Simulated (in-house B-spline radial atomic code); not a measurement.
# Solving the quasi-particle equation for 4p up of neutral arsenic

Configuration [Ar] 3d10 4s2 4p3, highest spin, start LDA VWN5; correlation leaves out the 2 deepest shells. Computed with an all-electron radial atomic-structure program (B-spline basis): all electrons, scalar-relativistic (spin-free one-electron X2C), finite nucleus, each spin shell either full or empty, empty states to l = 9 with an (l + 1/2)⁻⁴ tail; G0W0 by contour deformation at full frequency.

At the mean-field level ε = -5.962 eV the matrix elements are Σx = -16.464 eV, v_xc = -12.503 eV and Σc(ε) = -0.36 eV, and the slope of the correlation self-energy is dΣc/dω = -0.1269. The quasi-particle energy solves E = ε + Σx − v_xc + Σc(E).

Q: What does the linearised equation give?

A: Z = 1/(1 − dΣc/dω) = 1/1.1269 = 0.8874. The first-order shift is Σx − v_xc + Σc(ε) = -16.464 − (-12.503) + (-0.36) = -4.321 eV, so E ≈ ε + Z × shift = -5.962 + 0.8874 × (-4.321) = -9.796 eV.

Q: How does that compare with the full solution and with static screening?

A: Solving the equation at full frequency dependence gives E = -9.652 eV, where Σc = 0.271 eV and the weight is 0.799; the linearised value is off by 145 meV; so low a weight means that a satellite takes much of the strength. Leaving Z out would give -10.283 eV. Static COHSEX puts -1.932 eV in place of Σc and gives -11.855 eV, 2.20 eV deeper. The tabulated removal energy is 9.789 eV (NIST, measured); the run leaves out spin-orbit coupling, Breit and QED terms.
